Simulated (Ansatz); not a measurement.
One change: `C=C(C)Cl` becomes `BC(=C)C`.

Ansatz, PBE0-D4/def2-TZVP geometries, multiplicity 1. 

```json
{"property": "HOMO–LUMO gap (PBE0/def2-TZVPP) / eV", "`C=C(C)Cl`": "7.29"}
{"property": "LUMO energy (PBE0/def2-TZVPP) / eV", "`C=C(C)Cl`": "-0.01"}
{"property": "ideal-gas entropy at 298 K and 1 bar (rigid rotor, harmonic PBE0-D4/def2-TZVP) / J/(mol·K)", "`C=C(C)Cl`": "294"}
{"property": "HOMO–LUMO gap (PBE/def2-TZVPP) / eV", "`C=C(C)Cl`": "5.13"}
{"property": "HOMO energy (PBE/def2-TZVPP) / eV", "`C=C(C)Cl`": "-6.14"}
{"property": "LUMO energy (ωB97M-V/def2-TZVPP) / eV", "`C=C(C)Cl`": "2.11"}
```

Task: Give the same properties after the change, and the shifts. (Estimate.)

Result: The calculation gave: 
```csv
property,`BC(=C)C`,shift
HOMO–LUMO gap (PBE0/def2-TZVPP) / eV,5.99,-1.30
LUMO energy (PBE0/def2-TZVPP) / eV,-1.94,-1.93
"ideal-gas entropy at 298 K and 1 bar (rigid rotor, harmonic PBE0-D4/def2-TZVP) / J/(mol·K)",300,6
HOMO–LUMO gap (PBE/def2-TZVPP) / eV,3.97,-1.16
HOMO energy (PBE/def2-TZVPP) / eV,-6.91,-0.77
LUMO energy (ωB97M-V/def2-TZVPP) / eV,0.06,-2.05
```

With PBE0 the HOMO falls by 0.63 eV and the LUMO falls by 1.93 eV, so the gap narrows by about 1.30 eV. PBE moves the HOMO by -0.77 eV and ωB97M-V by -0.61 eV. The zero-point energy changes by 51.6 kJ/mol with +6 modes.
